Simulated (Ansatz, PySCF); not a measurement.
BCl2, SMILES Cl[B-]Cl (connectivity only; charge and spin as stated), charge -1, multiplicity 1. Atoms are numbered in the order given.

```xyz
3

B      0.0000     0.0000     1.0101
Cl     0.0000     1.4915    -0.1568
Cl     0.0000    -1.4915    -0.1568
```
Charge -1, spin multiplicity 1.

Geometry optimised at PBE0-D3(BJ)/def2-TZVPD.

Two levels are set side by side: PBE-D3(BJ)/def2-TZVPD (Ansatz, a quantum-chemistry and plane-wave program) and PBE0-D3(BJ)/def2-TZVPD (Ansatz). Each level has its own optimised geometry; the coordinates shown are those of the second. Frequencies come from the Hessian of PySCF at each geometry. Differences are taken from unrounded values.

```json
[
 {"quantity": "mean bond length (Å)", "PBE0-D3(BJ)": "1.894", "PBE-D3(BJ)": "1.910", "PBE-D3(BJ) minus PBE0-D3(BJ)": "0.016"},
 {"quantity": "bond B1–Cl2 (Å)", "PBE0-D3(BJ)": "1.894", "PBE-D3(BJ)": "1.910", "PBE-D3(BJ) minus PBE0-D3(BJ)": "0.016"},
 {"quantity": "bond B1–Cl3 (Å)", "PBE0-D3(BJ)": "1.894", "PBE-D3(BJ)": "1.910", "PBE-D3(BJ) minus PBE0-D3(BJ)": "0.016"},
 {"quantity": "highest harmonic wavenumber (cm⁻¹)", "PBE0-D3(BJ)": "527", "PBE-D3(BJ)": "498", "PBE-D3(BJ) minus PBE0-D3(BJ)": "-29"},
 {"quantity": "mean harmonic wavenumber (cm⁻¹)", "PBE0-D3(BJ)": "434", "PBE-D3(BJ)": "410", "PBE-D3(BJ) minus PBE0-D3(BJ)": "-23"},
 {"quantity": "zero-point energy (kcal/mol)", "PBE0-D3(BJ)": "1.86", "PBE-D3(BJ)": "1.76", "PBE-D3(BJ) minus PBE0-D3(BJ)": "-0.10"}
]
```

Exact exchange shortens and stiffens bonds; PBE has none. Differences between two approximate levels are no errors against the true value.
